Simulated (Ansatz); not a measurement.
Cost and result for the atomization energy of CH₇InO, SMILES `C[OH+][InH3-]` (10 atoms, 9 bonds).

```xyz
10

C    -0.8889    0.7211   -0.9680
O     0.2393   -0.1354   -0.8099
In    0.9953   -0.5966    1.4176
H    -1.7798    0.2960   -0.4989
H    -0.6402    1.6584   -0.4730
H    -1.0755    0.9158   -2.0265
H     0.0870   -0.9624   -1.2761
H    -0.6150   -0.7415    2.0547
H     1.8565    0.8819    1.6584
H     1.8214   -2.0373    0.9218
```

Total charge 0; spin multiplicity 1. Correlated methods include outer-core shells of In, which these sets cover unevenly. In: def2 effective core potential. The structure was optimised at the PBE0-D4/def2-TZVP level. Program: Ansatz. All runs use 2 threads of a server CPU on a shared host. Times are those of one run each, without the atoms' runs, and a repeat can differ threefold. Electronic energies, without spin–orbit coupling; frozen cores. CCSD(T)/CBS adds CCSD(T) − MP2 in def2-TZVPP to the MP2 limit, and its time is that of the two runs behind it. T1 = 0.013. With those shells the extrapolation isn't a true limit. HSE06 is the plane-wave form, built on full-range PBE exchange.

CCSD(T)/CBS is a level of theory with its own doubt, some kJ/mol a heavy atom from the limit and from the frozen cores, so smaller differences don't rank the functionals.

```tsv
level	functions	wall time
LDA (SPW92)/def2-TZVPP	210	1.4 s
revPBE-D4/def2-TZVPP	210	2.5 s
BLYP-D4/def2-TZVPP	210	2.9 s
PBE-D4/def2-TZVPP (with forces)	210	3 s
PBE0-D4/def2-TZVPP	210	3.2 s
BHLYP-D4/def2-TZVPP	210	3.5 s
HSE06-D4/def2-TZVPP	210	3.6 s
CCSD(T)/def2-SVP	89	5.5 s
r2SCAN-D4/def2-TZVPP (with forces)	210	6 s
ωB97M-V/def2-TZVPP (with forces)	210	14 s
MP2/def2-QZVPP	406	23 s
CCSD(T)/def2-TZVPP	210	2.4 min
CCSD(T)/CBS(def2)	–	2.8 min
```

(1) What atomization energy does each give, and how far from CCSD(T)/CBS? (Best estimate.)

Answers

(1) Ansatz gave: 
| level | atomization (kJ/mol) | difference from CCSD(T)/CBS | per bond |
| --- | --- | --- | --- |
| LDA (SPW92)/def2-TZVPP | 3335.9 | 383.6 | 42.6 |
| revPBE-D4/def2-TZVPP | 2869.6 | -82.7 | -9.2 |
| BLYP-D4/def2-TZVPP | 2904.2 | -48.1 | -5.3 |
| PBE-D4/def2-TZVPP (with forces) | 2935.4 | -16.9 | -1.9 |
| PBE0-D4/def2-TZVPP | 2901.2 | -51.1 | -5.7 |
| BHLYP-D4/def2-TZVPP | 2859.5 | -92.8 | -10.3 |
| HSE06-D4/def2-TZVPP | 2901.9 | -50.4 | -5.6 |
| CCSD(T)/def2-SVP | 2794.2 | -158.1 | -17.6 |
| r2SCAN-D4/def2-TZVPP (with forces) | 2931.1 | -21.2 | -2.4 |
| ωB97M-V/def2-TZVPP (with forces) | 2948.9 | -3.4 | -0.4 |
| MP2/def2-QZVPP | 2905.2 | -47.1 | -5.2 |
| CCSD(T)/def2-TZVPP | 2886.0 | -66.3 | -7.4 |
| CCSD(T)/CBS(def2) | 2952.3 | 0.0 | 0.0 |

At CCSD(T), def2-SVP lies −158.0 kJ/mol from the extrapolated value and def2-TZVPP −66.3 kJ/mol: correlation converges slowly with the basis, and small sets miss more of it in the bonded molecule than in its fragments. Leaving LDA and LC-ωPBE aside and taking each functional with its dispersion term where it has one, the values, not all of them listed here, spread over 97.0 kJ/mol, from BHLYP-D4 to B97M-V. LDA lies +415.0 kJ/mol from PBE without D4, its usual overbinding. From BLYP to BHLYP (50 % exact exchange), in def2-TZVPP and without D4, the atomization energy moves by −31.3 kJ/mol: exact exchange takes away binding that semilocal exchange gives to molecules.

Spin–orbit coupling would lower the free In atoms strongly, and the atomization energy with them, by more than many differences here.
